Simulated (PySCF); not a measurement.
CH5BBrNO (SMILES COB(N)Br), singlet, geometry from GFN2-xTB. Base run: HF/6-31G, polarisability in PySCF.

Here is a job for PySCF.
```python
from pyscf import gto, scf
from pyscf.prop import polarizability

mol = gto.M(
    atom='''
B     0.58116533    0.03487917   -0.02989389
Br   -1.22089875    0.26283943    0.50942513
O     0.74665930   -0.75639351   -1.10304306
C     1.98271323   -1.07642360   -1.69045097
H     2.63059646   -1.59465800   -0.97743952
H     1.77803169   -1.73288851   -2.53590626
H     2.49043622   -0.17496984   -2.04584284
N     1.58536764    0.68020152    0.69586879
H     1.39467106    1.26162322    1.49347544
H     2.56476696    0.61539617    0.48127170
''',
    basis='6-31g',
    verbose=4,
)

mf = scf.RHF(mol)
mf.kernel()
alpha = mf.Polarizability().polarizability()[2, 2]
print('alpha_zz =', alpha)
```

The base run was repeated with changes; each row names its change, and settings that it needs were set with it.

```csv
change,alpha_zz (bohr³),basis functions,core-seconds (rough)
base,36.00,73,2
basis = cc-pVDZ,40.46,108,5
functional = pbe0,39.38,73,10
finite field (a.u.) = 0.005; conv_tol = 1e-11,36.00,73,1
finite field (a.u.) = 0.001; conv_tol = 1e-6,35.99,73,1
finite field (a.u.) = 0.02; conv_tol = 1e-11,36.04,73,1
basis = def2-SVP,40.06,113,6
finite field (a.u.) = 0.05; conv_tol = 1e-11,36.28,73,2
finite field (a.u.) = 0.001; conv_tol = 1e-11,36.00,73,2
basis = STO-3G,19.60,43,0.4
finite field (a.u.) = 2e-4; conv_tol = 1e-11,36.00,73,1
functional = camb3lyp,38.78,73,30
```

Finite-field rows take the second difference of the energy in a field along z; a small field with loose convergence shows SCF noise divided by the square of the field, and a large one adds hyperpolarisability.
